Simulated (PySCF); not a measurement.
## Löwdin shares of the frontier orbitals

Compound: C₈H₆O.
Atom-mapped SMILES: `[CH:1]#[C:2]/[CH:3]=[CH:4]\[c:5]1[cH:6][cH:7][cH:8][o:9]1` (hydrogens: H10 on C1; H11 on C3; H12 on C4; H13 on C6; H14 on C7; H15 on C8)

Theory: TDDFT PBE0/def2-SVPD, vertical, gas phase, core orbitals frozen in the response (PySCF). The structure is a single PBE0-D3(BJ)/def2-SVP conformer in the gas phase; no vibrational or solvent corrections. Torsions of this conformer, `[CH:1]#[C:2]/[CH:3]=[CH:4]\[c:5]1[cH:6][cH:7][cH:8][o:9]1`: C3–C4–C5–C6 -1°.

Kohn–Sham orbitals with the atoms that hold most of them (Löwdin shares over 4%, at most four atoms; ? is withheld):

```tsv
orbital	ε (eV)	atoms
HOMO-3	-8.31	C6 26%, O9 24%, C7 23%, C5 8%
HOMO-2	-8.06	C1 42%, C2 40%, C3 7%
HOMO-1	-7.99	?
HOMO	?	?
LUMO	-1.63	C4 19%, C3 18%, C1 13%, C6 10%
LUMO+1	0.57	C1 23%, C2 22%, C3 14%, H11 12%
LUMO+2	0.64	C7 22%, C8 22%, O9 12%, C5 9%
```

Problem. Give the leading atoms of the HOMO-1.

Solution. C1 (bonded to C and H) 19%; C2 (bonded to 2 C) 18%; C4 (bonded to 2 C and H) 13%; C5 (bonded to 2 C and O) 12%.

Problem. Give the leading atoms of the HOMO.

Solution. C8 (bonded to C, O and H) 16%; C3 (bonded to 2 C and H) 16%; C5 (bonded to 2 C and O) 13%; C6 (bonded to 2 C and H) 11%.

Problem. What is the HOMO energy, and the HOMO–LUMO gap?

Solution. ε(HOMO) = -6.13 eV; the gap is 4.50 eV (0.1653 hartree).

Problem. How does S1 compare with the orbital gap of 4.50 eV?

Solution. S1 is at 4.13 eV (f = 0.515), 0.36 eV below the gap, made of HOMO→LUMO (98%). 

Problem. One configuration dominates each of S1, S2, S3 and S4. Which, and how do the shares of the two leading atoms of either orbital change from the occupied to the empty one?

Solution. 
- S1 (4.13 eV, f 0.515), HOMO→LUMO (98%): C8 16% → at most 10%, C3 16% → 18%, C4 at most 12% → 19%
- S2 (4.90 eV, f 0.0001), HOMO-2→LUMO (97%): C1 42% → 13%, C2 40% → at most 10%, C4 at most 4% → 19%, C3 7% → 18%
- S3 (5.40 eV, f 0.0008), HOMO→LUMO+1 (93%): C8 16% → at most 13%, C3 16% → 14%, C1 at most 12% → 23%, C2 at most 12% → 22%
- S4 (5.46 eV, f 0.021), HOMO-1→LUMO (73%): C1 19% → 13%, C2 18% → at most 10%, C4 13% → 19%, C3 at most 12% → 18%
